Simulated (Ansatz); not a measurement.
A nudged elastic band was laid between two geometries of C3H10OSi2 (16 atoms, charge 0, multiplicity 1).

Method: Ansatz 0.2.0, RKS PBE0-D4/def2-SVP.

```
movable images  : 2
climbing image  : yes
spring          : 5.0 eV/Å²
optimiser       : quadratic models (default)
start path      : IDPP
force threshold : 0.05 eV/Å
iteration limit : 60
end points      : relaxed
```

Initial state:

```xyz
16
Properties=species:S:1:pos:R:3
C -1.640 -0.813 -0.394
C -0.526 -0.363 0.201
C 0.551 -1.227 0.766
Si 2.238 -0.913 -0.048
O -0.220 0.954 0.334
Si -1.132 2.264 -0.200
H -2.387 -0.139 -0.820
H -1.828 -1.884 -0.470
H 0.289 -2.290 0.661
H 0.667 -1.015 1.843
H 2.816 0.397 0.371
H 3.182 -1.999 0.364
H 2.095 -0.936 -1.536
H -1.309 2.208 -1.681
H -0.347 3.462 0.194
H -2.471 2.271 0.460
```

Final state:

```xyz
16
Properties=species:S:1:pos:R:3
C -1.727 -0.626 0.380
C -0.444 -0.243 0.445
C 0.702 -1.141 0.775
Si 1.992 -1.220 -0.615
O -0.017 1.020 0.181
Si -0.961 2.331 -0.287
H -2.529 0.065 0.107
H -2.004 -1.655 0.604
H 0.344 -2.156 0.998
H 1.219 -0.763 1.675
H 2.760 0.054 -0.725
H 2.954 -2.327 -0.319
H 1.318 -1.503 -1.919
H -0.001 3.452 -0.457
H -1.965 2.654 0.769
H -1.665 2.035 -1.569
```

Question: What changes between the two ends?

Answer: No bond is made or broken. The dihedral C2–O5–Si6–H16 goes from 61 to -60°. The two ends are copies of one structure, up to a mirror image or an exchange of like atoms.

Question: Give the energies along the band, and the barrier.

Answer: The forces met the threshold. The highest image is number 1 of 0 to 3, 2.2 kcal/mol above the ends, which have the same energy within 2 meV. Another band between the same ends (5 images) ends at a top of the same energy, where a vibrational analysis finds 1 clearly imaginary mode. So few images can step over the top or miss a turn of the path.

```csv
image,path coordinate (Å),energy (kcal/mol),dihedral C2–O5–Si6–H16 (°)
0,0.00,0.0,61
1,2.33,2.2,3
2,3.56,0.9,-41
3,4.80,0.0,-60
```

Question: What is the geometry of the highest image?

Answer: 
```xyz
16
Properties=species:S:1:pos:R:3
C -1.742 -0.851 0.108
C -0.527 -0.352 0.369
C 0.655 -1.162 0.786
Si 2.095 -1.032 -0.446
O -0.194 0.962 0.257
Si -1.007 2.341 -0.237
H -2.571 -0.224 -0.221
H -1.924 -1.920 0.225
H 0.376 -2.219 0.906
H 1.027 -0.799 1.760
H 2.752 0.306 -0.384
H 3.115 -2.074 -0.113
H 1.596 -1.270 -1.835
H -0.303 2.878 -1.434
H -0.936 3.327 0.877
H -2.435 2.068 -0.574
```

Time of the run: 35 s on 2 threads of AMD EPYC 9R45 96-Core Processor (Zen 5) (shared host), peak memory 0.44 GiB.
